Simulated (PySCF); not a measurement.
Compound: [NbCl6]- (charge -1 and singlet state).
Bonds: Nb1–Cl2, Nb1–Cl3, Nb1–Cl4, Nb1–Cl5, Nb1–Cl6, Nb1–Cl7.

Method: PySCF 2.14.0, PBE0-D3(BJ)/def2-SVP geometry optimisation, gas phase, def2 core potentials past Kr.

Problem. List the bond lengths and angles at this level.

Solution. 
```csv
bond,length (Å)
Nb1–Cl2 and 5 like bonds,2.362
```

Bonds in one row agree within 0.01 Å and their mean is given. A selection of angles:
```csv
angle,degrees
Cl2–Nb1–Cl3,180.0
Cl2–Nb1–Cl4,90.0
```

Nb1 (niobium bonded to 6 Cl) is octahedral (the three widest angles are 180.0°, 180.0° and 180.0°, the others run from 90.0° to 90.1°). All 6 Cl–Nb bonds measure 2.362 Å.

Point group: Oh (every atom within 0.08 Å of its image). Not checked by PBE0-D3(BJ)/def2-SVP frequencies. The geometry's basis has no diffuse functions, a weakness for an anion.

On Intel Xeon 6975P-C, one thread, no GPU, on a shared host, this took 43 s wall and 0.59 GiB of memory at its peak. This is the geometry optimisation.
